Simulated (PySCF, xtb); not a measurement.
CH8FNOSi2, SMILES N[SiH2][Si@@H](O)CF.

GFN2-xTB run with xtb 6.7.1 at its own geometry gives an orbital gap of 4.40 eV and a dipole moment of 3.76 D.

Coordinates come from a PBE0-D3(BJ)/def2-SVP optimisation. The structure was generated by enumeration; whether it is a known compound was not checked. Other conformers were not sampled.

Q: What does PBE/def2-TZVP run with PySCF give? (An estimate is asked for; the answer gives what the named calculation found.)

A: gap 4.19 eV (levels -5.60 and -1.41 eV), dipole 2.85 D.
